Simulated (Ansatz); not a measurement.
The cluster Sn2Cl4, relaxed as a singlet with RKS PBE-D4/def2-SVP in Ansatz, starting from the GFN1-xTB geometry. Force threshold 0.02 eV/Å.

In the def2 sets Sn takes a core potential; there is no spin–orbit coupling. Another isomer (singlet) lies 1.05 eV lower at PBE0-D4/def2-TZVP; other spin states weren't run for this one.

Start:

```xyz
6

Sn   -0.035   -0.836    1.255
Sn    0.035    0.837   -1.255
Cl   -0.639    1.753    1.146
Cl    2.097    0.501    0.400
Cl    0.638   -1.751   -1.150
Cl   -2.095   -0.504   -0.397
```

Estimate the energy that the relaxation releases and the steps that it takes.

11.2 kJ/mol, in 4 steps; 4 s on 4 threads of Arm Neoverse V2 on a shared host. No frequencies were taken in this run, so the end may be a saddle point.

Does the start keep its bonding and symmetry?

By distances, no bond broke or formed. The bond that changes most is Sn2–Cl3, from 2.66 to 2.73 Å (atoms count from 1). Point group D4h at the start, D4h at the end, both within 0.05 Å.

Predict the relaxed structure.


```
atom   x (Å)   y (Å)   z (Å)
 Sn1  -0.037  -0.866   1.300
 Sn2   0.037   0.866  -1.300
 Cl3  -0.652   1.789   1.172
 Cl4   2.138   0.513   0.406
 Cl5   0.652  -1.789  -1.172
 Cl6  -2.138  -0.513  -0.406
```
Bond lengths (bridged metal pairs left out): 8 × Cl–Sn 2.73 Å.
